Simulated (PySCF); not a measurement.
Ligand exchange on a metal centre used in film growth or etching (Hf Cl-H). Isolated molecules, 0 K electronic values unless said otherwise. In the def2 sets, heavy atoms carry core potentials. All members: neutral, multiplicity 1. Level: B3LYP-D3(BJ)/def2-TZVP // r2SCAN-D4/def2-SVP (PySCF), beside PBE-D3(BJ)/def2-TZVP // r2SCAN-D4/def2-SVP (PySCF) at the same geometries. B3LYP has the VWN-RPA correlation part, as in Gaussian.  Orbital energies are measured against the vacuum level.

| species | HOMO, PBE (eV) | HOMO, B3LYP-D3(BJ) (eV) |
|---|---|---|
| [Hf(Cl)4] | -8.32 | -9.42 |
| [Hf(Cl)3(H)] | -7.85 | -9.05 |
| [Hf(Cl)2(H)2] | -7.42 | -8.61 |
| [Hf(Cl)(H)3] | -7.26 | withheld |
| [Hf(H)4] | -7.12 | -8.27 |

Task: Fit y = a + b·x, y being the HOMO at the first level, to the 4 complete rows by least squares, with x = the PBE value in eV. Give a, b and the rms residual, and predict the withheld value.

Result: Means of the 4 rows: x̄ = -7.6775, ȳ = -8.8375 eV. Σ(x − x̄)² = 0.81968 and Σ(x − x̄)(y − ȳ) = 0.78588, so b = 0.959 and a = ȳ − b·x̄ = -1.475 eV. The rms residual is 0.035 eV. At x = -7.26 the line gives -8.44 eV. The run for [Hf(Cl)(H)3] gave -8.43 eV, so the line is off by 0.01 eV, within twice the rms residual.

Codes: PySCF.
